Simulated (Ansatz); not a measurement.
Zn₈S₇Cl₂, relaxed as a singlet with RKS r2SCAN-D4/def2-SVP in Ansatz, starting from the GFN1-xTB geometry. Force threshold 0.03 eV/Å.

Single mean-field runs in def2-SVP are fitted with def2-universal-jkfit.

Start:

```xyz
17

S    -0.688   -0.808    3.847
Zn   -0.722    1.291    3.209
Zn    0.506   -1.447    2.166
S    -0.613   -1.442   -0.221
S     0.517    2.051    1.159
Zn   -0.498    1.143   -0.532
Zn   -2.600   -2.026   -0.950
S    -4.275   -1.590   -2.342
S    -1.103    1.317   -2.837
Zn   -2.976    0.066   -2.859
S     2.629   -1.311    1.103
Zn    2.581    1.010    0.999
Zn    1.889   -1.726   -0.952
S     2.231   -1.529   -3.160
Zn    0.612   -0.146   -3.326
Cl   -1.862    2.975    3.972
Cl    4.371    2.172    0.724
```

(1) Estimate the energy that the relaxation releases and the steps that it takes.

(2) Does the start keep its bonding?

(3) Predict the relaxed structure.

Results:

(1) 260.4 kJ/mol, in 42 steps; 3.5 min on 2 threads of AMD EPYC 7R13 on a shared host and a share (18 GiB) of an NVIDIA H100 80GB HBM3. The force fell under the threshold at step 29, but the optimiser went on and released 0.052 eV more. No frequencies were taken in this run, so the end may be a saddle point.

(2) Bonds lost: S4–Zn13 (atoms count from 1). Bonds formed: S4–Zn15, Zn6–Cl16, Zn7–Cl16, Zn15–Cl17 (atoms count from 1).

(3) 
```csv
atom,x (Å),y (Å),z (Å)
S1,-0.686,-1.283,3.695
Zn2,-0.768,0.675,2.719
Zn3,0.705,-1.555,2.009
S4,-0.290,-0.944,-0.102
S5,0.582,2.290,1.783
Zn6,-0.522,1.505,-0.098
Zn7,-2.581,-0.785,-0.030
S8,-3.964,-0.935,-1.755
S9,-0.678,1.763,-2.432
Zn10,-2.424,0.398,-2.451
S11,2.943,-1.315,1.431
Zn12,2.148,0.811,1.048
Zn13,2.619,-1.557,-0.804
S14,2.104,-1.741,-2.900
Zn15,0.881,0.015,-2.301
Cl16,-2.733,1.228,1.286
Cl17,2.664,1.431,-1.098
```
Bond lengths (bridged metal pairs left out): 19 × S–Zn 2.15 to 2.67 Å; 5 × Cl–Zn 2.29 to 2.62 Å.
